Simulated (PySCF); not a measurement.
Ta(NH)(OH)2(NH2) (H5N2O2Ta), SMILES [NH]=[Ta]([NH2])([OH])[OH], multiplicity 1.

Coordinates come from a PBE0-D3(BJ)/def2-SVP optimisation. The spin state was assumed, not searched. The structure was generated by enumeration; whether it is a known compound was not checked. The def2 effective core potentials stand for the cores of Ta; spin–orbit coupling is left out. Other conformers were not sampled.

Calculation: PySCF with PBE/def2-TZVP.

Symmetry labels are those of the subgroup Cs that the program uses (full group Cs).

Task: List the valence orbital energies around the gap with their symmetry. (An estimate is asked for; the answer gives what the named calculation found.)

Result: 
```
orbital  symmetry  energy (eV)
-------  --------  -----------
HOMO−7         A'        -9.47
HOMO−6         A'        -8.40
HOMO−5         A"        -8.19
HOMO−4         A'        -7.62
HOMO−3         A"        -7.28
HOMO−2         A'        -6.20
HOMO−1         A"        -6.09
HOMO           A"        -5.96
LUMO           A'        -0.61
LUMO+1         A'        -0.58
LUMO+2         A"        -0.20
LUMO+3         A'         0.04
```
